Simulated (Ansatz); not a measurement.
Cartesian coordinates in Å:
```
N -0.0719 -2.1450 -0.2843
C -0.6949 -1.0405 -0.2668
O -2.0241 -0.8785 -0.5068
Al 0.3724 0.5770 0.1459
N 2.0833 0.3205 0.4641
N -0.4251 2.1502 0.1724
H -0.6690 -2.9514 -0.5033
H -2.4264 -1.7400 -0.6948
H 2.4812 -0.6045 0.4312
H 2.7823 1.0064 0.6899
H 0.0004 3.0411 0.3651
H -1.4082 2.2646 -0.0128
```

Total charge 0; spin multiplicity 1.

(1) List the B3LYP/def2-TZVPP orbital energies in eV (Ansatz). (Estimate.)

Answers

(1) Computed: Occupied: -1523.58, -521.49, -388.91, -388.54, -388.40, -278.66, -111.62, -72.34, -72.20, -72.17, -29.17, -23.96, -22.40, -22.14, -17.03, -14.44, -12.99, -12.71, -12.39, -11.73, -11.26, -10.31, -8.98, -7.77, -7.32, -7.31, -6.69. Lowest empty: -0.51, 0.06, 0.56, 1.23, 1.77, 1.82, 2.40, 2.75.

B3LYP here is the variant with VWN-RPA as its local correlation; programs differ in this.
